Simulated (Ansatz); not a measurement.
Ansatz (a quantum-chemistry and plane-wave program) job for C2H8FNSi, SMILES C[C@@H](N)[SiH2]F, PBE0-D3(BJ)/def2-SVP. 

Ansatz 0.2 input:
```yaml
crystal:
  periodic: [false, false, false]
  atoms:
    - {symbol: C, position_ang: [1.53996072, 1.19258411, 0.81192656]}
    - {symbol: C, position_ang: [0.86763237, 0.00743381, 0.12594522]}
    - {symbol: N, position_ang: [0.78784899, -1.10056471, 1.07984279]}
    - {symbol: Si, position_ang: [-0.91875758, 0.40450913, -0.41962614]}
    - {symbol: F, position_ang: [-1.44936358, -0.90178359, -1.20872202]}
    - {symbol: H, position_ang: [0.99129701, 1.46072731, 1.71060068]}
    - {symbol: H, position_ang: [2.56062670, 0.94034866, 1.09923349]}
    - {symbol: H, position_ang: [1.57136585, 2.05256933, 0.14817417]}
    - {symbol: H, position_ang: [1.48073620, -0.25843955, -0.75668928]}
    - {symbol: H, position_ang: [0.41846794, -1.92946473, 0.62796062]}
    - {symbol: H, position_ang: [1.71044057, -1.33013699, 1.43781073]}
    - {symbol: H, position_ang: [-1.81410315, 0.55210217, 0.71294995]}
    - {symbol: H, position_ang: [-0.97245444, 1.46906375, -1.41290641]}
basis:
  gaussian:
    orbitals: def2-SVP
hamiltonian:
  xc: pbe0
  dispersion: d3bj
relax: {f_tol: 0.002, max_steps: 200}
```

Program output:

```
WARN ansatz: RAYON_NUM_THREADS=1 ignored (pool sized by the plan → 1); use --threads N
Functional definition: PBE0
integrals: 0.07 GiB planned
1238 factors; integrals over basis functions are off by at most 3.6e-4 eV
mean field: 0.50 GiB planned
mean field evaluation 1: about -14265.2429 eV, gradient 5.9e1 eV
mean field evaluation 2: about -14260.8764 eV, gradient 7.4e1 eV
mean field evaluation 4: about -14272.5978 eV, gradient 2.4e0 eV
mean field evaluation 8: about -14272.6296 eV, gradient 1.6e-1 eV
mean field evaluation 16: about -14272.6296 eV, gradient 2.0e-5 eV
mean field -14272.62960751 eV, -524.5094637402 hartree, gradient 2.0e-5 eV, S^2 0.000000; 0 other end points of the search recorded, 0 dependent functions left out
the calculation of the forces begins
reference -14272.62963493 eV, -524.5094647477 hartree; 25, 25 occupied and 89, 89 virtual orbitals, 1238 factors
relax step   1: F+E_penalty+E_count = -14272.86356758 eV  Δ(F+E_penalty+E_count) = +0.000e0 eV  max|allowed force component| = 1.084e0 eV/Å  Δτ_max = 0.0000 Å  (26 SCF iters, accepted)
these checks for a lower state are left out or cut short: starts, cluster_reference, orbital_swaps, neighbouring_geometries, increment
integrals: 0.08 GiB planned
1238 factors; integrals over basis functions are off by at most 3.8e-4 eV
mean field: 0.50 GiB planned
mean field -14272.72077135 eV, -524.5128139496 hartree, gradient 7.3e-6 eV, S^2 0.000000; 0 other end points of the search recorded, 0 dependent functions left out
the calculation of the forces begins
reference -14272.72079888 eV, -524.5128149611 hartree; 25, 25 occupied and 89, 89 virtual orbitals, 1238 factors
relax step   2: F+E_penalty+E_count = -14272.95502786 eV  Δ(F+E_penalty+E_count) = -9.146e-2 eV  max|allowed force component| = 3.243e-1 eV/Å  Δτ_max = 0.0846 Å  (27 SCF iters, accepted)
these checks for a lower state are left out or cut short: starts, cluster_reference, orbital_swaps, neighbouring_geometries, increment
integrals: 0.07 GiB planned
1238 factors; integrals over basis functions are off by at most 3.7e-4 eV
mean field: 0.50 GiB planned
mean field -14272.73240345 eV, -524.5132414215 hartree, gradient 7.5e-6 eV, S^2 0.000000; 0 other end points of the search recorded, 0 dependent functions left out
the calculation of the forces begins
reference -14272.73243105 eV, -524.5132424356 hartree; 25, 25 occupied and 89, 89 virtual orbitals, 1238 factors
relax step   3: F+E_penalty+E_count = -14272.96701612 eV  Δ(F+E_penalty+E_count) = -1.199e-2 eV  max|allowed force component| = 1.095e-1 eV/Å  Δτ_max = 0.0713 Å  (28 SCF iters, accepted)
these checks for a lower state are left out or cut short: starts, cluster_reference, orbital_swaps, neighbouring_geometries, increment
integrals: 0.07 GiB planned
1238 factors; integrals over basis functions are off by at most 3.9e-4 eV
mean field: 0.50 GiB planned
mean field evaluation 32: about -14272.6939 eV, gradient 2.5e0 eV
mean field -14272.73620698 eV, -524.5133811984 hartree, gradient 7.5e-6 eV, S^2 0.000000; 0 other end points of the search recorded, 0 dependent functions left out
the calculation of the forces begins
reference -14272.73623469 eV, -524.5133822168 hartree; 25, 25 occupied and 89, 89 virtual orbitals, 1238 factors
relax step   4: F+E_penalty+E_count = -14272.97104726 eV  Δ(F+E_penalty+E_count) = -4.031e-3 eV  max|allowed force component| = 7.749e-2 eV/Å  Δτ_max = 0.0670 Å  (28 SCF iters, accepted)
these checks for a lower state are left out or cut short: starts, cluster_reference, orbital_swaps, neighbouring_geometries, increment
integrals: 0.07 GiB planned
1238 factors; integrals over basis functions are off by at most 3.9e-4 eV
mean field: 0.50 GiB planned
mean field -14272.73836172 eV, -524.5134603839 hartree, gradient 7.7e-6 eV, S^2 0.000000; 0 other end points of the search recorded, 0 dependent functions left out
the calculation of the forces begins
reference -14272.73838958 eV, -524.5134614073 hartree; 25, 25 occupied and 89, 89 virtual orbitals, 1238 factors
relax step   5: F+E_penalty+E_count = -14272.97321053 eV  Δ(F+E_penalty+E_count) = -2.163e-3 eV  max|allowed force component| = 1.238e-1 eV/Å  Δτ_max = 0.0689 Å  (27 SCF iters, accepted)
these checks for a lower state are left out or cut short: starts, cluster_reference, orbital_swaps, neighbouring_geometries, increment
integrals: 0.07 GiB planned
1238 factors; integrals over basis functions are off by at most 3.9e-4 eV
mean field: 0.50 GiB planned
mean field -14272.73903590 eV, -524.5134851594 hartree, gradient 7.7e-6 eV, S^2 0.000000; 0 other end points of the search recorded, 0 dependent functions left out
the calculation of the forces begins
reference -14272.73906376 eV, -524.5134861833 hartree; 25, 25 occupied and 89, 89 virtual orbitals, 1238 factors
relax step   6: F+E_penalty+E_count = -14272.97391098 eV  Δ(F+E_penalty+E_count) = -7.004e-4 eV  max|allowed force component| = 4.906e-2 eV/Å  Δτ_max = 0.0232 Å  (29 SCF iters, accepted)
these checks for a lower state are left out or cut short: starts, cluster_reference, orbital_swaps, neighbouring_geometries, increment
integrals: 0.08 GiB planned
1238 factors; integrals over basis functions are off by at most 3.9e-4 eV
mean field: 0.50 GiB planned
mean field -14272.73921281 eV, -524.5134916608 hartree, gradient 2.3e-5 eV, S^2 0.000000; 0 other end points of the search recorded, 0 dependent functions left out
the calculation of the forces begins
reference -14272.73924066 eV, -524.5134926840 hartree; 25, 25 occupied and 89, 89 virtual orbitals, 1238 factors
relax step   7: F+E_penalty+E_count = -14272.97419075 eV  Δ(F+E_penalty+E_count) = -2.798e-4 eV  max|allowed force component| = 1.237e-2 eV/Å  Δτ_max = 0.0140 Å  (22 SCF iters, accepted)
these checks for a lower state are left out or cut short: starts, cluster_reference, orbital_swaps, neighbouring_geometries, increment
integrals: 0.08 GiB planned
1238 factors; integrals over basis functions are off by at most 3.9e-4 eV
mean field: 0.50 GiB planned
mean field evaluation 64: about -14272.7393 eV, gradient 2.4e-5 eV
mean field -14272.73926315 eV, -524.5134935106 hartree, gradient 2.4e-5 eV, S^2 0.000000; 0 other end points of the search recorded, 0 dependent functions left out
the calculation of the forces begins
reference -14272.73929099 eV, -524.5134945337 hartree; 25, 25 occupied and 89, 89 virtual orbitals, 1238 factors
relax step   8: F+E_penalty+E_count = -14272.97422901 eV  Δ(F+E_penalty+E_count) = -3.825e-5 eV  max|allowed force component| = 1.163e-2 eV/Å  Δτ_max = 0.0057 Å  (22 SCF iters, accepted)
these checks for a lower state are left out or cut short: starts, cluster_reference, orbital_swaps, neighbouring_geometries, increment
integrals: 0.08 GiB planned
1238 factors; integrals over basis functions are off by at most 3.9e-4 eV
mean field: 0.50 GiB planned
mean field -14272.73926977 eV, -524.5134937540 hartree, gradient 4.8e-5 eV, S^2 0.000000; 0 other end points of the search recorded, 0 dependent functions left out
the calculation of the forces begins
reference -14272.73929761 eV, -524.5134947771 hartree; 25, 25 occupied and 89, 89 virtual orbitals, 1238 factors
relax step   9: F+E_penalty+E_count = -14272.97423931 eV  Δ(F+E_penalty+E_count) = -1.030e-5 eV  max|allowed force component| = 6.428e-3 eV/Å  Δτ_max = 0.0021 Å  (19 SCF iters, accepted)
these checks for a lower state are left out or cut short: starts, cluster_reference, orbital_swaps, neighbouring_geometries, increment
integrals: 0.08 GiB planned
1238 factors; integrals over basis functions are off by at most 3.9e-4 eV
mean field: 0.50 GiB planned
mean field -14272.73927420 eV, -524.5134939166 hartree, gradient 3.3e-5 eV, S^2 0.000000; 0 other end points of the search recorded, 0 dependent functions left out
the calculation of the forces begins
reference -14272.73930203 eV, -524.5134949396 hartree; 25, 25 occupied and 89, 89 virtual orbitals, 1238 factors
relax step  10: F+E_penalty+E_count = -14272.97423939 eV  Δ(F+E_penalty+E_count) = -7.790e-8 eV  max|allowed force component| = 4.525e-3 eV/Å  Δτ_max = 0.0013 Å  (19 SCF iters, accepted)
these checks for a lower state are left out or cut short: starts, cluster_reference, orbital_swaps, neighbouring_geometries, increment
integrals: 0.08 GiB planned
1238 factors; integrals over basis functions are off by at most 3.9e-4 eV
mean field: 0.50 GiB planned
mean field -14272.73927853 eV, -524.5134940760 hartree, gradient 1.6e-5 eV, S^2 0.000000; 0 other end points of the search recorded, 0 dependent functions left out
the calculation of the forces begins
reference -14272.73930637 eV, -524.5134950990 hartree; 25, 25 occupied and 89, 89 virtual orbitals, 1238 factors
relax step  11: F+E_penalty+E_count = -14272.97424142 eV  Δ(F+E_penalty+E_count) = -2.032e-6 eV  max|allowed force component| = 4.166e-4 eV/Å  Δτ_max = 0.0006 Å  (18 SCF iters, accepted)
integrals: 0.08 GiB planned
1238 factors; integrals over basis functions are off by at most 3.9e-4 eV
mean field: 0.50 GiB planned
mean field -14272.73927853 eV, -524.5134940760 hartree, gradient 1.6e-5 eV, S^2 0.000000; 1 other end points of the search recorded, 0 dependent functions left out
the calculation of the forces begins
reference -14272.73930637 eV, -524.5134950990 hartree; 25, 25 occupied and 89, 89 virtual orbitals, 1238 factors
Total energy: -14272.97426926 eV, -524.5221298257 hartree
Atom 0 at     1.481515     1.195021     0.847226 Å, force    -0.000078    -0.000206     0.000013 eV/Å
Atom 1 at     0.886385    -0.004862     0.120549 Å, force     0.000041     0.000417     0.000228 eV/Å
Atom 2 at     0.810339    -1.150520     1.014342 Å, force    -0.000328    -0.000136    -0.000126 eV/Å
Atom 3 at    -0.873195     0.377926    -0.425367 Å, force     0.000051    -0.000181     0.000365 eV/Å
Atom 4 at    -1.517424    -1.016658    -0.983407 Å, force    -0.000111    -0.000234    -0.000140 eV/Å
Atom 5 at     0.898619     1.434273     1.750474 Å, force     0.000026     0.000096     0.000012 eV/Å
Atom 6 at     2.514858     0.982642     1.170616 Å, force    -0.000058    -0.000002     0.000001 eV/Å
Atom 7 at     1.520690     2.088175     0.203727 Å, force     0.000113    -0.000002     0.000050 eV/Å
Atom 8 at     1.492217    -0.184129    -0.797138 Å, force     0.000260    -0.000192    -0.000297 eV/Å
Atom 9 at     0.430918    -1.962422     0.531292 Å, force     0.000098     0.000163     0.000153 eV/Å
Atom 10 at     1.736880    -1.411827     1.349919 Å, force    -0.000113     0.000190    -0.000175 eV/Å
Atom 11 at    -1.707961     0.843702     0.716511 Å, force     0.000144    -0.000038    -0.000074 eV/Å
Atom 12 at    -0.900145     1.367628    -1.542242 Å, force    -0.000046     0.000126    -0.000012 eV/Å
Dipole moment:     0.421106     0.101527    -0.005588 e Å
```

The calculation finished and met its thresholds.

Cost: around 40 core-seconds (rough).
